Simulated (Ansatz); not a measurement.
Total energies of BMe2(PMe2) (C₄H₁₂BP) from Ansatz at PBE0-D4/def2-TZVP, gas phase (1 Eh = 27.2114 eV = 2625.5 kJ/mol). The reference geometry is relaxed at r2SCAN-D4/def2-SVP.

```xyz
18

B    -0.478   -0.800   -0.184
C     0.270   -2.133    0.207
H     1.183   -2.187   -0.420
H    -0.311   -3.043   -0.018
H     0.617   -2.185    1.251
C    -1.534   -0.812   -1.355
H    -1.025   -1.145   -2.279
H    -2.037    0.141   -1.575
H    -2.309   -1.576   -1.164
P    -0.220    0.747    0.857
C    -0.313    2.240   -0.236
C     1.531    0.770    1.463
H     0.480    2.260   -1.002
H    -0.237    3.153    0.375
H    -1.291    2.259   -0.740
H     2.265    0.834    0.643
H     1.682    1.624    2.140
H     1.726   -0.148    2.038
```

| state | geometry | energy (Eh) |
| --- | --- | --- |
| charge 0 singlet | reference | -525.59303 |
| charge 1 doublet | reference | -525.30255 |
| charge 1 doublet | relaxed at r2SCAN-D4/def2-SVP | -525.32166 |
| free B atom (doublet) | – | -24.61828 |
| free C atom (triplet) | – | -37.80537 |
| free H atom (doublet) | – | -0.50104 |
| free P atom (quartet) | – | -341.13505 |

Question: Work out the vertical ionisation energy to the doublet.

Answer: E(charge 1 doublet) − E(charge 0 singlet) = -525.30255 − (-525.59303) = 0.29048 Eh = 7.90 eV. For comparison, −ε of the highest occupied level is 6.04 eV at this level, 1.86 eV less.

Question: How much does the charge 1 doublet relax, and what is the adiabatic ionisation energy?

Answer: Relaxation: -525.30255 − (-525.32166) = 0.01911 Eh = 0.52 eV. Adiabatic ionisation energy: 0.27137 Eh = 7.38 eV, without zero-point energy. 

Question: What is the binding energy per atom against free atoms?

Answer: Atoms: 1 × (-24.61828) + 4 × (-37.80537) + 12 × (-0.50104) + 1 × (-341.13505) = -522.98729 Eh. Binding: -522.98729 − (-525.59303) = 2.60574 Eh = 70.91 eV, or 3.94 eV for each of 18 atoms (no zero-point energy, no counterpoise term).
